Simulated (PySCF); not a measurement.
Bond stretch in CCl, doublet.

Levels of theory: UKS-B3LYP = unrestricted B3LYP/6-31G (PySCF); ROHF/6-31G (PySCF); UCCSD = CCSD on UHF/6-31G, 6 core orbitals frozen run with PySCF; UCCSD(T) = PySCF with CCSD(T) on UHF/6-31G, 6 core orbitals frozen.

Energies are in kJ/mol, each relative to the lowest point of its own curve near equilibrium.

```
R / Å  UKS-B3LYP   ROHF  UCCSD  UCCSD(T)
-----  ---------  -----  -----  --------
1.32       480.7  485.1  507.5     512.3
1.39       299.9  300.8  320.7     324.9
1.48       151.0  150.3  166.1     169.5
1.55        80.3   79.5   91.9      94.6
1.58        58.7   58.1   69.0      71.4
1.65        24.0   23.9   31.4      33.1
1.70         9.8    9.8   15.0      16.2
1.74         3.2    3.4    6.8       7.5
1.82         0.0    0.0    0.0       0.0
1.90         6.4    5.8    2.7       2.0
2.05        34.6   32.1   23.1      22.2
```

At the longest distance, 2.05 Å, UKS-B3LYP lies highest above its minimum (34.6 kJ/mol) and UCCSD(T) lowest (22.2 kJ/mol).

The scan ran from 1.32 to 6.52 Å; beyond the distances shown one of the unrestricted levels run for this scan, shown here or not, changes its spin distribution in one step.
